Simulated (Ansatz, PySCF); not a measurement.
The pair A = CH4O (SMILES CO) (first 6 atoms), B = C2H3N (SMILES CC#N); geometry from B3LYP-D3(BJ)/def2-TZVP.
(charge 0, multiplicity 1):
| atom | x (Å) | y (Å) | z (Å) |
|---|---|---|---|
| C | -0.5814 | 0.1871 | -0.7437 |
| O | 0.2525 | -0.7388 | -0.0773 |
| H | -1.6344 | 0.0862 | -0.4514 |
| H | -0.5057 | -0.0139 | -1.8130 |
| H | -0.2743 | 1.2262 | -0.5693 |
| H | 0.1926 | -0.5650 | 0.8728 |
| C | -0.2864 | 0.4811 | 5.3560 |
| C | -0.1766 | 0.2007 | 3.9347 |
| N | -0.0891 | -0.0215 | 2.8122 |
| H | -0.4858 | 1.5412 | 5.5133 |
| H | -1.1007 | -0.0999 | 5.7893 |
| H | 0.6432 | 0.2178 | 5.8608 |

Frozen-core correlation. Rows in 6-31G* carry no dispersion term and start afresh at each structure (6-31G* with six Cartesian d functions). MP2/6-31G* freezes PySCF's default core.

Run with Ansatz (Gaussian orbitals); PySCF for 6-31G* rows. Each number belongs to the level named beside it.

Total energies (hartree), monomers frozen at their geometry in the pair:

```
structure              B3LYP/6-31G*    MP2/6-31G*  CCSD(T)/aug-cc-pVDZ
---------------------  ------------  ------------  -------------------
AB                     -248.4776265  -247.6914968         -247.8844181
A in the pair's basis  -115.7150823  -115.3471343         -115.4559618
B in the pair's basis  -132.7556283  -132.3373705         -132.4210111
A                      -115.7143275  -115.3460106         -115.4553119
B                      -132.7544493  -132.3360301         -132.4198484
```

Task: Work out the interaction energy without and with the counterpoise correction, and the superposition error, for each level.

Result: 
E(AB) − E(A) − E(B), times 627.509 kcal/mol, with the monomers in their own basis and then in the pair's basis:
- B3LYP/6-31G*: -5.55 uncorrected, -4.34 corrected; the monomers gain 1.21 kcal/mol from borrowed functions
- MP2/6-31G*: -5.93 uncorrected, -4.39 corrected; the monomers gain 1.55 kcal/mol from borrowed functions
- CCSD(T)/aug-cc-pVDZ: -5.81 uncorrected, -4.67 corrected; the monomers gain 1.14 kcal/mol from borrowed functions

Ansatz is a first-principles code.
